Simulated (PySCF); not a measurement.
# Correlation energy of As(2+) (arsenic, charge +2)

[Ar] 3d10 4s2 4p1, 2P determinant. All numbers are calculated (PySCF 2.14, scalar relativity by spin-free X2C-1e, in aug-cc-pVDZ-DK). Frozen: [Ar] 3d10; 3 electrons correlated.

| level | correlation energy (mhartree) |
| --- | --- |
| CCSD | -48.44 |
| (T) | -0.41 |
| CCSD(T) | -48.85 |
| CCSDT | -49.01 |
| FCI | -49.01 |

Diagnostics: T1 = 0.0080, D1 = 0.0192, largest double amplitude 0.097, weight of the Hartree-Fock determinant in FCI 0.9586 (5082 determinants).

Problem. Is a single reference adequate?

Solution. Mostly. T1 lies below 0.03, but a double amplitude of this size points to a near-degeneracy that CCSD handles and MP2 describes poorly.
